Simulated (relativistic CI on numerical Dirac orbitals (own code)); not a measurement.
Transition arrays of Gd23+

Computed by Dirac-Coulomb-Breit CI, separate exchange-only KLI orbitals for each configuration, model QED, valence Slater integrals scaled by 0.9, whole transition arrays (own radial code, finite nucleus).

Configurations in the expansion (outside the closed core [Ar] 3d10 4s2): 4p6 4d5, 4p6 4d4 4f, 4p5 4d6, 4p6 4d4 5p, 4p6 4d4 5f. Levels of other configurations are missing.

All E1 lines from the levels of 4p6 4d5; mean and standard deviation are weighted by gf, and upper levels are sorted by their leading configuration.

```csv
Upper configuration,Lines,Σgf,Mean (eV),Mean (nm),σ (eV),Strongest line (nm)
4p6 4d4 4f,6011,978.1,176.96,7.006,8.05,6.922
4p5 4d6,2704,558.0,181.21,6.842,12.21,6.802
4p6 4d4 5p,3245,126.5,280.31,4.423,4.88,4.483
4p6 4d4 5f,5470,242.9,400.27,3.097,4.59,3.066
```

Σgf per state of the lower configuration in bins of 0.2 nm over the central range (centre: value): 3.1: 0.96, 4.3: 0.18, 4.5: 0.31, 6.3: 0.03, 6.5: 0.39, 6.7: 1.33, 6.9: 2.98, 7.1: 0.85, 7.3: 0.09, 7.5: 0.05, 7.7: 0.04, 7.9: 0.04, 8.1: 0.06.

Task: How do configuration mixing and the scaling of the Slater integrals move the arrays?

Result: Slater scale 0.9, no configuration mixing: 4p6 4d4 4f 169.1 ± 7.3 eV (Σgf 837.6), 4p5 4d6 160.2 ± 17.4 eV (Σgf 568.7), 4p6 4d4 5p 280.5 ± 4.8 eV (Σgf 143.9), 4p6 4d4 5f 400.2 ± 4.6 eV (Σgf 250.6); Slater scale 1: 4p6 4d4 4f 180.4 ± 8.0 eV (Σgf 1099.0), 4p5 4d6 184.6 ± 13.1 eV (Σgf 465.8), 4p6 4d4 5p 280.4 ± 5.1 eV (Σgf 124.2), 4p6 4d4 5f 400.3 ± 4.8 eV (Σgf 242.8); Slater scale 0.8: 4p6 4d4 4f 173.8 ± 7.9 eV (Σgf 966.0), 4p5 4d6 178.2 ± 12.4 eV (Σgf 541.7), 4p6 4d4 5p 280.3 ± 4.7 eV (Σgf 128.7), 4p6 4d4 5f 400.2 ± 4.4 eV (Σgf 243.1). With mixing, levels are counted to their leading configuration, so an array can shrink or vanish into another, and the sums then hold other lines.
